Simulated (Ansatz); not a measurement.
`[SiH3]B[SiH2]Cl` + `[SiH3]O[SiH](Cl)Cl` → `Cl[SiH2]O[SiH](Cl)Cl` + `[SiH3]B[SiH3]`  (redistribution)

Computed with Ansatz on PBE0-D4/def2-TZVP structures; ΔE is electronic, products minus reactants. CCSD(T)/CBS adds triple-zeta CCSD(T) − MP2 to the extrapolated MP2 energy (def2 sets, frozen cores). Each species was taken in one conformer, which may not be the lowest.

| species | MP2/def2-TZVPP energy (Eh) |
| --- | --- |
| `[SiH3]B[SiH2]Cl` | -1066.12793 |
| `[SiH3]O[SiH](Cl)Cl` | -1575.20462 |
| `Cl[SiH2]O[SiH](Cl)Cl` | -2034.37717 |
| `[SiH3]B[SiH3]` | -606.95956 |

Q: Work out ΔE.

A: ΔE = (-2034.37717) + (-606.95956) − (-1066.12793) − (-1575.20462) = -0.00418 Eh = -0.11 eV. CCSD(T)/CBS gives -0.12 eV.

Largest T1 diagnostic among the species: 0.014.

In def2-TZVPP, CCSD(T) changes the Hartree–Fock value by −0.05 eV (the triples alone add −0.01 eV) and MP2 by −0.04 eV.
